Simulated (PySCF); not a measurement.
Be(Me)(SiMe3), C₄H₁₂BeSi, SMILES [CH3][Be][Si](C)(C)C, GFN2-xTB optimised geometry.

```
18

Be     0.95    -0.68     0.00
C      2.68    -0.69     0.01
H      3.14     0.07    -0.63
H      3.13    -1.63    -0.33
H      3.13    -0.52     0.99
Si    -1.24    -0.68     0.00
C     -2.05    -1.57    -1.51
C     -2.06     1.06     0.00
C     -2.03    -1.56     1.52
H     -3.14    -1.55    -1.46
H     -1.76    -1.09    -2.44
H     -1.74    -2.61    -1.56
H     -1.76     1.63    -0.88
H     -1.75     1.63     0.87
H     -3.14     1.00     0.01
H     -1.73    -1.08     2.45
H     -1.73    -2.60     1.58
H     -3.12    -1.54     1.48
```

Density from PBE0/def2-SVP (PySCF) at that geometry.

Minimum of the electron density along straight lines between bonded atoms, close to the bond critical point (lines longer than 1.1 times the sum of covalent radii, or with two minima, are not listed):

| bond | length / Å | ρ at the minimum / e bohr⁻³ | ∇²ρ there / e bohr⁻⁵ | position (fraction from the first atom) |
|---|---|---|---|---|
| Be1–C2 | 1.733 | … | 0.26 | 0.33 |
| C2–H3 | 1.092 | 0.264 | -0.90 | 0.62 |
| C2–H4 | 1.092 | 0.264 | -0.90 | 0.62 |
| C2–H5 | 1.092 | 0.264 | -0.90 | 0.62 |
| Be1–Si6 | 2.193 | … | … | 0.30 |
| Si6–C7 | 1.922 | 0.105 | 0.30 | 0.38 |
| Si6–C8 | 1.922 | 0.105 | 0.30 | 0.38 |
| Si6–C9 | 1.922 | 0.105 | 0.30 | 0.38 |
| C7–H10 | 1.087 | 0.271 | -0.96 | 0.62 |
| C7–H11 | 1.087 | 0.271 | -0.96 | 0.62 |
| C7–H12 | 1.087 | 0.271 | -0.96 | 0.62 |
| C8–H13 | 1.087 | 0.271 | -0.96 | 0.62 |
| C8–H14 | 1.087 | 0.271 | -0.96 | 0.62 |
| C8–H15 | 1.087 | 0.271 | -0.96 | 0.62 |
| C9–H16 | 1.087 | 0.271 | -0.96 | 0.62 |
| C9–H17 | 1.087 | 0.271 | -0.96 | 0.62 |
| C9–H18 | 1.087 | 0.271 | -0.96 | 0.62 |

Task: Complete the blanks.

Result: 
- Be1–C2, ρ at the minimum / e bohr⁻³: 0.091
- Be1–Si6, ρ at the minimum / e bohr⁻³: 0.072
- Be1–Si6, ∇²ρ there / e bohr⁻⁵: -0.03
